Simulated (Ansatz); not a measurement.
This triplet is an excited state, 1.17 eV above the relaxed singlet at the level frozen-core CCSD(T)/cc-pVTZ // PBE0-D3(BJ)/def2-TZVP (Ansatz, an electronic-structure program).

Method: PBE0-D3(BJ)/def2-TZVP in Ansatz. No frequencies were computed at this level.

Ansatz 0.2 input:
```yaml
crystal:
  periodic: [false, false, false]
  atoms:
    - { symbol: Si, position_ang: [-1.1305, -0.389757, 0.340945] }
    - { symbol: Si, position_ang: [0.31727, 1.070935, -0.654469] }
    - { symbol: S, position_ang: [2.335512, 0.313105, -1.123726] }
    - { symbol: H, position_ang: [-2.313271, 0.453064, 0.526572] }
    - { symbol: H, position_ang: [-0.726594, -0.935277, 1.644762] }
    - { symbol: H, position_ang: [-1.489241, -1.553383, -0.479242] }
    - { symbol: H, position_ang: [3.006824, 1.041314, -0.241056] }
basis:
  gaussian: { orbitals: def2-tzvp }
hamiltonian:
  xc: pbe0
  dispersion: d3bj
relax:
  max_steps: 150
magnetization:
  spin_polarized: true
  initial_magnetization: 2
```

Output:

```
Functional definition: PBE0
983 factors; their error is unknown
mean field evaluation 1: about -26643.3565 eV, gradient 1.1e1 eV
mean field evaluation 2: about -26643.7648 eV, gradient 9.6e0 eV
mean field evaluation 4: about -26644.3546 eV, gradient 9.1e-1 eV
mean field evaluation 8: about -26644.3636 eV, gradient 4.4e-2 eV
mean field evaluation 16: about -26644.4536 eV, gradient 1.2e-4 eV
mean field -26644.45364478 eV, -979.1656111864 hartree, gradient 4.2e-5 eV, S^2 2.006591; 0 other end points of the search recorded, 0 dependent functions left out
reference -26644.45367617 eV, -979.1656123398 hartree; 25, 23 occupied and 110, 112 virtual orbitals, 983 factors
relax step   1: F+E_penalty+E_count = -26644.61522745 eV  Δ(F+E_penalty+E_count) = +0.000e0 eV  max|allowed force component| = 1.292e0 eV/Å  Δτ_max = 0.0000 Å  (30 SCF iters, accepted)
these checks for a lower state are left out or cut short: starts, cluster_reference, orbital_swaps, neighbouring_geometries, increment
983 factors; their error is unknown
mean field -26644.53485348 eV, -979.1685955509 hartree, gradient 8.5e-6 eV, S^2 2.006403; 0 other end points of the search recorded, 0 dependent functions left out
reference -26644.53488478 eV, -979.1685967011 hartree; 25, 23 occupied and 110, 112 virtual orbitals, 983 factors
relax step   2: F+E_penalty+E_count = -26644.69615494 eV  Δ(F+E_penalty+E_count) = -8.093e-2 eV  max|allowed force component| = 6.488e-1 eV/Å  Δτ_max = 0.1939 Å  (32 SCF iters, accepted)
these checks for a lower state are left out or cut short: starts, cluster_reference, orbital_swaps, neighbouring_geometries, increment
983 factors; their error is unknown
mean field evaluation 32: about -26644.5556 eV, gradient 1.9e-5 eV
mean field -26644.55560981 eV, -979.1693583320 hartree, gradient 1.9e-5 eV, S^2 2.006526; 0 other end points of the search recorded, 0 dependent functions left out
reference -26644.55564116 eV, -979.1693594842 hartree; 25, 23 occupied and 110, 112 virtual orbitals, 983 factors
relax step   3: F+E_penalty+E_count = -26644.71689802 eV  Δ(F+E_penalty+E_count) = -2.074e-2 eV  max|allowed force component| = 2.814e-1 eV/Å  Δτ_max = 0.0919 Å  (32 SCF iters, accepted)
these checks for a lower state are left out or cut short: starts, cluster_reference, orbital_swaps, neighbouring_geometries, increment
983 factors; their error is unknown
mean field -26644.55722601 eV, -979.1694177262 hartree, gradient 7.5e-6 eV, S^2 2.006467; 0 other end points of the search recorded, 0 dependent functions left out
reference -26644.55725756 eV, -979.1694188857 hartree; 25, 23 occupied and 110, 112 virtual orbitals, 983 factors
relax step   4: F+E_penalty+E_count = -26644.72117441 eV  Δ(F+E_penalty+E_count) = -4.276e-3 eV  max|allowed force component| = 1.490e-1 eV/Å  Δτ_max = 0.2000 Å  (33 SCF iters, accepted)
these checks for a lower state are left out or cut short: starts, cluster_reference, orbital_swaps, neighbouring_geometries, increment
983 factors; their error is unknown
mean field -26644.55843663 eV, -979.1694622159 hartree, gradient 1.7e-5 eV, S^2 2.006389; 0 other end points of the search recorded, 0 dependent functions left out
reference -26644.55846821 eV, -979.1694633764 hartree; 25, 23 occupied and 110, 112 virtual orbitals, 983 factors
relax step   5: F+E_penalty+E_count = -26644.72100722 eV  Δ(F+E_penalty+E_count) = +1.672e-4 eV  max|allowed force component| = 8.838e-2 eV/Å  Δτ_max = 0.0673 Å  (32 SCF iters, rejected (line search))
these checks for a lower state are left out or cut short: starts, cluster_reference, orbital_swaps, neighbouring_geometries, increment
983 factors; their error is unknown
mean field -26644.56165105 eV, -979.1695803434 hartree, gradient 1.5e-5 eV, S^2 2.006431; 0 other end points of the search recorded, 0 dependent functions left out
reference -26644.56168260 eV, -979.1695815031 hartree; 25, 23 occupied and 110, 112 virtual orbitals, 983 factors
relax step   6: F+E_penalty+E_count = -26644.72475167 eV  Δ(F+E_penalty+E_count) = -3.577e-3 eV  max|allowed force component| = 2.809e-2 eV/Å  Δτ_max = 0.0336 Å  (33 SCF iters, accepted)
these checks for a lower state are left out or cut short: starts, cluster_reference, orbital_swaps, neighbouring_geometries, increment
983 factors; their error is unknown
mean field -26644.56206063 eV, -979.1695953953 hartree, gradient 1.9e-5 eV, S^2 2.006434; 0 other end points of the search recorded, 0 dependent functions left out
reference -26644.56209226 eV, -979.1695965576 hartree; 25, 23 occupied and 110, 112 virtual orbitals, 983 factors
relax step   7: F+E_penalty+E_count = -26644.72488200 eV  Δ(F+E_penalty+E_count) = -1.303e-4 eV  max|allowed force component| = 2.123e-2 eV/Å  Δτ_max = 0.0423 Å  (31 SCF iters, accepted)
these checks for a lower state are left out or cut short: starts, cluster_reference, orbital_swaps, neighbouring_geometries, increment
983 factors; their error is unknown
mean field evaluation 64: about -26644.5624 eV, gradient 2.0e-5 eV
mean field -26644.56240286 eV, -979.1696079722 hartree, gradient 1.5e-5 eV, S^2 2.006436; 0 other end points of the search recorded, 0 dependent functions left out
reference -26644.56243451 eV, -979.1696091350 hartree; 25, 23 occupied and 110, 112 virtual orbitals, 983 factors
relax step   8: F+E_penalty+E_count = -26644.72498275 eV  Δ(F+E_penalty+E_count) = -1.007e-4 eV  max|allowed force component| = 1.136e-2 eV/Å  Δτ_max = 0.0186 Å  (31 SCF iters, accepted)
these checks for a lower state are left out or cut short: starts, cluster_reference, orbital_swaps, neighbouring_geometries, increment
983 factors; their error is unknown
mean field -26644.56239302 eV, -979.1696076105 hartree, gradient 1.3e-5 eV, S^2 2.006434; 0 other end points of the search recorded, 0 dependent functions left out
reference -26644.56242465 eV, -979.1696087727 hartree; 25, 23 occupied and 110, 112 virtual orbitals, 983 factors
relax step   9: F+E_penalty+E_count = -26644.72507434 eV  Δ(F+E_penalty+E_count) = -9.160e-5 eV  max|allowed force component| = 2.777e-3 eV/Å  Δτ_max = 0.0092 Å  (32 SCF iters, accepted)
983 factors; their error is unknown
mean field -26644.56239302 eV, -979.1696076105 hartree, gradient 1.3e-5 eV, S^2 2.006434; 1 other end points of the search recorded, 0 dependent functions left out
reference -26644.56242465 eV, -979.1696087727 hartree; 25, 23 occupied and 110, 112 virtual orbitals, 983 factors
Total energy: -26644.72510597 eV, -979.1755872010 hartree
Atom 0 at    -1.131949    -0.352904     0.344370 Å, force    -0.000056     0.001180     0.001595 eV/Å
Atom 1 at     0.337486     1.142378    -0.687307 Å, force     0.000228    -0.002109    -0.002777 eV/Å
Atom 2 at     2.259265     0.403456    -1.225643 Å, force    -0.002104     0.001866     0.001066 eV/Å
Atom 3 at    -2.418285     0.367400     0.529012 Å, force     0.000154     0.000209    -0.000362 eV/Å
Atom 4 at    -0.612020    -0.785800     1.670038 Å, force     0.001211    -0.000564     0.001010 eV/Å
Atom 5 at    -1.347238    -1.553490    -0.507030 Å, force    -0.000481     0.000050    -0.001470 eV/Å
Atom 6 at     2.912742     0.778961    -0.109654 Å, force     0.001047    -0.000632     0.000938 eV/Å
Dipole moment:    -0.002367     0.019516     0.198028 e Å
```

Cost: around 60 core-seconds (rough).
